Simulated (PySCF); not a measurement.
HSSi, SMILES [Si]=[SH+] (connectivity only; charge and spin as stated), charge +1, multiplicity 1. Coordinates come from a PBE-D3(BJ)/def2-TZVP optimisation. The isomer is the one that the SMILES or the coordinates give; other isomers of the formula were not compared.

These are PBE-D3(BJ)/def2-TZVP in PySCF values and carry that method's errors.

Harmonic wavenumbers (cm⁻¹): 484, 599, 2482. Rotational constants (GHz): 274.1, 7.761, 7.547; symmetry number 1.

Work out the zero-point energy and the ideal-gas rigid-rotor harmonic-oscillator thermochemistry at 298.15 K and 1 atm.

ZPE = ½ Σ hcν = ½ × 3565 cm⁻¹ = 21.32 kJ/mol. H − E(el) = 32.28 kJ/mol. Entropy in J/(mol K): translation 160.05, rotation 85.90, vibration 4.81, total 250.77. G − E(el) = -42.48 kJ/mol. Cp = 42.97 J/(mol K).
